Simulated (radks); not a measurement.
The chlorine anion Cl-, [Ar], held by a Watson sphere: a shell of charge +1 at radius R that stands for the Madelung well of a crystal (potential energy -1/R inside, -1/r outside, in hartree with lengths in bohr). Method: scalar-relativistic Kohn-Sham, PBEsol, spin-polarised, spherical densities, finite nucleus; Fermi nuclear charge, rms radius of each element as measured or else 0.836 A^(1/3) + 0.57 fm; computed with a radial shooting solver on a logarithmic mesh with Libxc functionals. Response by self-consistent Sternheimer equations with the Hartree and adiabatic LDA kernel, the relativistic mass of each level held fixed and spin-orbit coupling left out. The sphere does not respond.

[
 {"R (bohr)": "1.88", "e(2p) (eV)": "-189.54", "e(3s) (eV)": "-21.081", "e(3p) (eV)": "-9.191", "<r> 3p (bohr)": "1.855", "sum of <r^2> (bohr^2)": "32.09", "X-ray form factor at sin(theta)/lambda = 0.2 1/angstrom": "12.260", "alpha (bohr^3)": "16.81"},
 {"R (bohr)": "2.51", "e(2p) (eV)": "-189.18", "e(3s) (eV)": "-19.835", "e(3p) (eV)": "-8.209", "<r> 3p (bohr)": "1.928", "sum of <r^2> (bohr^2)": "34.48", "X-ray form factor at sin(theta)/lambda = 0.2 1/angstrom": "12.107", "alpha (bohr^3)": "20.80"},
 {"R (bohr)": "3.04", "e(2p) (eV)": "-188.68", "e(3s) (eV)": "-18.915", "e(3p) (eV)": "-7.365", "<r> 3p (bohr)": "1.971", "sum of <r^2> (bohr^2)": "36.02", "X-ray form factor at sin(theta)/lambda = 0.2 1/angstrom": "12.046", "alpha (bohr^3)": "24.54"},
 {"R (bohr)": "3.12", "e(2p) (eV)": "-188.59", "e(3s) (eV)": "-18.787", "e(3p) (eV)": "-7.243", "<r> 3p (bohr)": "1.977", "sum of <r^2> (bohr^2)": "36.22", "X-ray form factor at sin(theta)/lambda = 0.2 1/angstrom": "12.040", "alpha (bohr^3)": "25.11"},
 {"R (bohr)": "3.32", "e(2p) (eV)": "-188.37", "e(3s) (eV)": "-18.480", "e(3p) (eV)": "-6.946", "<r> 3p (bohr)": "1.989", "sum of <r^2> (bohr^2)": "36.68", "X-ray form factor at sin(theta)/lambda = 0.2 1/angstrom": "12.028", "alpha (bohr^3)": "26.53"}
]
